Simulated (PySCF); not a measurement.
How methods differ on the ionisation energy of Ga⁺

Ga⁺ [Ar] 3d10 4s2 (1S) → Ga²⁺ [Ar] 3d10 4s1 (2S), as a difference of total energies. Computed with PySCF 2.14 in aug-cc-pVTZ-PP with one added diffuse shell each of s, d, f type with ECP10MDF (7s5p5d3f, 68 functions), with scalar relativity through the core potential. Correlated levels: valence: 3s2 3p6 3d10 frozen. The calculations carry no spin-orbit coupling.

| method | ionisation energy (eV) |
| --- | --- |
| UHF | 18.749 |
| LDA | 21.103 |
| PBE | 20.678 |
| PBE0 | 20.365 |
| r2SCAN | 20.482 |
| BP86 | 20.828 |
| CAM-B3LYP | 20.728 |
| wB97X-V | 20.332 |
| B2PLYP | 20.244 |
| MP2 (valence) | 19.474 |
| SCS-MP2 (valence) | 19.619 |

Errors of the correlated levels include the incompleteness of this basis and the frozen core.

MP2 underrates the near-degeneracy of ns² with np² in the lower species.

Q: Which method comes closest to the reference value, and which is furthest?

A: The reference is 20.515 eV (measured; NIST Atomic Spectra Database, ionization energies). Closest: r2SCAN (error -0.033 eV); furthest: UHF (error -1.766 eV).
